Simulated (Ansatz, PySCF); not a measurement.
Gas-phase reaction in SMILES: [CH2]O → C[O]
Each molecule is optimised on its own at B3LYP-D3(BJ)/def2-TZVP (Ansatz, a first-principles code), one conformer each, not searched for the lowest.

Quantity: isomerisation energy (enthalpy at 298 K, with B3LYP-D3(BJ) rigid-rotor harmonic-oscillator terms from PySCF), in kJ/mol. Valence correlation only, unless marked. UHF or UKS for open shells. Spin-orbit coupling is left out. Non-relativistic. CBS(X,Y): correlation extrapolated as X^-3; Hartree-Fock from the larger set. [CCSD(T)-MP2]/basis is that difference in the basis named.

```json
[
 {"level": "SVWN5/def2-TZVPD", "program": "Ansatz", "isomerisation energy (kJ/mol)": "46.1"},
 {"level": "revPBE-D4/def2-TZVPD", "program": "Ansatz + dftd4", "isomerisation energy (kJ/mol)": "…"},
 {"level": "HSE06-D3(BJ)/def2-TZVPD", "program": "Ansatz + dftd3", "isomerisation energy (kJ/mol)": "…"},
 {"level": "B2GP-PLYP-D3(BJ)/def2-TZVPD", "program": "Ansatz + dftd3", "isomerisation energy (kJ/mol)": "32.1"},
 {"level": "SCS-MP2/def2-SVPD", "program": "Ansatz", "isomerisation energy (kJ/mol)": "41.2"},
 {"level": "CCSD/cc-pVDZ", "program": "Ansatz", "isomerisation energy (kJ/mol)": "…"},
 {"level": "CCSD/def2-TZVPP", "program": "Ansatz", "isomerisation energy (kJ/mol)": "29.0"},
 {"level": "CCSD/def2-TZVPPD", "program": "Ansatz", "isomerisation energy (kJ/mol)": "…"},
 {"level": "RI-MP2/CBS(aug-cc-pVTZ,aug-cc-pVQZ)+[CCSD(T)-MP2]/aug-cc-pVTZ", "program": "Ansatz", "isomerisation energy (kJ/mol)": "37.2"}
]
```

Task: Some entries are withheld; supply them.

Result: 
- revPBE-D4/def2-TZVPD, isomerisation energy (kJ/mol): 25.7
- HSE06-D3(BJ)/def2-TZVPD, isomerisation energy (kJ/mol): 26.7
- CCSD/cc-pVDZ, isomerisation energy (kJ/mol): 18.9
- CCSD/def2-TZVPPD, isomerisation energy (kJ/mol): 29.5
